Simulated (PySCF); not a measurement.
## `C(/C(=C)[C@@H]1C[C@@H]1N)=C\[O-]`, [C7H10NO]-, charge -1

Geometry:
```json
{"atom": "C1", "x (Å)": "-1.053", "y (Å)": "-1.744", "z (Å)": "-0.691"}
{"atom": "C2", "x (Å)": "-0.445", "y (Å)": "-0.537", "z (Å)": "-0.631"}
{"atom": "C3", "x (Å)": "-1.023", "y (Å)": "0.653", "z (Å)": "-1.148"}
{"atom": "C4", "x (Å)": "-0.443", "y (Å)": "1.906", "z (Å)": "-1.170"}
{"atom": "O5", "x (Å)": "-0.942", "y (Å)": "2.971", "z (Å)": "-1.600"}
{"atom": "C6", "x (Å)": "0.897", "y (Å)": "-0.442", "z (Å)": "0.032"}
{"atom": "C7", "x (Å)": "1.173", "y (Å)": "-1.194", "z (Å)": "1.310"}
{"atom": "C8", "x (Å)": "1.027", "y (Å)": "0.295", "z (Å)": "1.342"}
{"atom": "N9", "x (Å)": "-0.111", "y (Å)": "0.891", "z (Å)": "1.992"}
{"atom": "H10", "x (Å)": "-2.018", "y (Å)": "-1.865", "z (Å)": "-1.156"}
{"atom": "H11", "x (Å)": "-0.595", "y (Å)": "-2.641", "z (Å)": "-0.302"}
{"atom": "H12", "x (Å)": "-2.015", "y (Å)": "0.560", "z (Å)": "-1.578"}
{"atom": "H13", "x (Å)": "0.599", "y (Å)": "1.963", "z (Å)": "-0.756"}
{"atom": "H14", "x (Å)": "1.730", "y (Å)": "-0.346", "z (Å)": "-0.660"}
{"atom": "H15", "x (Å)": "0.368", "y (Å)": "-1.779", "z (Å)": "1.730"}
{"atom": "H16", "x (Å)": "2.153", "y (Å)": "-1.624", "z (Å)": "1.469"}
{"atom": "H17", "x (Å)": "1.924", "y (Å)": "0.887", "z (Å)": "1.508"}
{"atom": "H18", "x (Å)": "-0.322", "y (Å)": "1.765", "z (Å)": "1.511"}
{"atom": "H19", "x (Å)": "-0.914", "y (Å)": "0.290", "z (Å)": "1.821"}
```

Total charge -1.

Method used: PySCF, TDDFT BHandHLYP/def2-SVPD circular dichroism and optical rotation, one conformer, gas phase. Geometry: GFN2-xTB.

The molecule is flexible and this is one conformer; a measurement averages over conformers. For a gas-phase anion, states above the detachment energy (about 1.2 eV, taken as minus the energy of the highest occupied orbital) lie in the continuum and depend on the basis.

Stereocentres: C6 S, C8 S.

Q: Give the optical rotatory dispersion at 633, 589.3, 546, 436, 405, 365, 355 nm.

A: [α] in deg dm⁻¹ (g/mL)⁻¹:
| λ (nm) | origin-invariant length gauge | modified velocity gauge | length gauge (centre of mass) | isotropic polarisability (au) |
| --- | --- | --- | --- | --- |
| 633 | -155.6 | -69.4 | -159.5 | 117.8 |
| 589.3 | -187.8 | -82.6 | -192.8 | 119.1 |
| 546 | -231.1 | -99.2 | -237.7 | 120.8 |
| 436 | -438.3 | -143.0 | -457.5 | 129.4 |
| 405 | -527.8 | -108.8 | -558.0 | 134.6 |
| 365 | -487.6 | +335.1 | -552.6 | 147.3 |
| 355 | -285.2 | +777.1 | -365.8 | 153.0 |

The shortest wavelength is close to the first absorption, where this undamped response comes out too large.

Where the gauges differ in sign the basis doesn't settle the rotation.

Q: And for the mirror image at 589.3 nm?

A: +187.8 deg dm⁻¹ (g/mL)⁻¹ (origin-invariant length gauge): the same size and the opposite sign.

Q: What is the molar rotation [Φ] = [α]·M/100 of the geometry above at 589.3 nm?

A: With M = 124.16 g/mol, -233.2 deg cm² dmol⁻¹ (origin-invariant length gauge).

The first excitation lies at 3.84 eV (323 nm) with R = +7.2 × 10⁻⁴⁰ esu² cm² (velocity form).
